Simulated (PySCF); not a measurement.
# How methods differ on the ionisation energy of Ge⁹⁺

Ge⁹⁺ [Ar] 3d5 [3d3/2^4 3d5/2^1, M_J = 5/2] → Ge¹⁰⁺ [Ar] 3d4 [3d3/2^4, M_J = 0], as a difference of total energies. All numbers are calculated (PySCF 2.14, the two-component X2C-1e Hamiltonian, in an even-tempered Gaussian basis (17 s from 0.53 bohr⁻², ratio 2.8; 12 p from 0.69 bohr⁻², ratio 2.8; 8 d from 0.69 bohr⁻², ratio 2.8; 4 f from 3.2 bohr⁻², ratio 3)). Correlated levels: [Ne] frozen; the 70 highest virtual spinors dropped. "Screened" scales the spin-orbit matrix elements by Boettger's factors to mimic the two-electron term; Breit and QED terms are absent.

```tsv
method	ionisation energy (eV)
GHF (spin-free)	252.22
GMP2 (spin-free)	252.84
GHF (screened spin-orbit)	251.86
GMP2 (screened spin-orbit)	252.48
```

Problem. How much does correlation contribute at GMP2 (screened spin-orbit)?

Solution. 252.48 − (251.86) = 0.62 eV, measured against GHF (screened spin-orbit).

The spin-free rows relax to the high-spin LS determinant and lack the spin-orbit shift.

The labels give the starting determinants; with spin-orbit coupling the two ends relaxed to ⟨J²⟩ = 8.75, ⟨L²⟩ = 0.01, ⟨S²⟩ = 8.73 and ⟨J²⟩ = 3.68, ⟨L²⟩ = 5.96, ⟨S²⟩ = 5.96.

The determinant of Ge¹⁰⁺ mixes levels of different J (the jj label is only the starting occupation), so the difference between spin-free and spin-orbit rows is not the physical spin-orbit shift.

For comparison: 252.1 ± 2.2 eV (theoretical estimate listed by NIST; NIST Atomic Spectra Database, ionization energies).
